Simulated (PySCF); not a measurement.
Below is a simulated gas-phase O 1s photoelectron spectrum of `O=C([O-])[C@H](F)C(F)F`.

Every computed line was given a Gaussian of 0.7 eV full width at half maximum and an area set by the number of equivalent atoms; the highest printed point is 100. Level of theory: PySCF 2.14.0, delta-SCF UKS SCAN, pcX-2 on the ionised atom, pcseg-1 elsewhere, spin-free X2C.

binding energy (eV), intensity and a bar:
```
    530.6          0 
    530.7          1 
    530.8          3 #
    530.9          8 ##
    531.0         16 #####
    531.1         28 ########
    531.2         45 ##############
    531.3         66 ####################
    531.4         84 #########################
    531.5         97 #############################
    531.6        100 ##############################
    531.7         92 ############################
    531.8         75 #######################
    531.9         55 #################
    532.0         36 ###########
    532.1         21 ######
    532.2         11 ###
    532.3          5 #
    532.4          2 #
    532.5          1 
    532.6          0
```

Question: Count the maxima, the lines and the sites behind this envelope.

Answer: The curve has 1 maximum (at 531.6 eV). Under it lie 2 lines from 2 inequivalent oxygen sites. At this width some lines have no maximum of their own.

Question: Decompose the envelope and assign each component. Numbering: `[O:1]=[C:2]([O-:3])[C@H:4]([F:5])[CH:6]([F:7])[F:8]`.

Answer: 
```tsv
position (eV)	relative area	line	atoms	environment
531.56	1	O 1s	O1	carboxylate oxygen
531.59	1	O 1s	O3	carboxylate oxygen
```

Question: Above which line width would these two lines show one maximum?

Answer: Two equal Gaussians merge once their distance is under 2σ = FWHM/1.177. With 0.03 eV between them that is a full width over 0.04 eV.

The 2 O 1s values lie within 0.03 eV of each other; Gaussian lines of 0.5 eV full width would blend them into one maximum.

Shake-up satellites, vibrational structure and lifetime widths aren't simulated. The species carries charge -1, so core ionisation leaves a neutral species. The basis sets have no added diffuse functions. Geometry: GFN2-xTB, one conformer, isolated ion.

On x86-64 server, one thread, on a shared host, this took 70 s.

Conformer computed: `[O:1]=[C:2]([O-:3])[C@H:4]([F:5])[CH:6]([F:7])[F:8]`: O1–C2–C4–F5 -107°, C2–C4–C6–F7 174°.
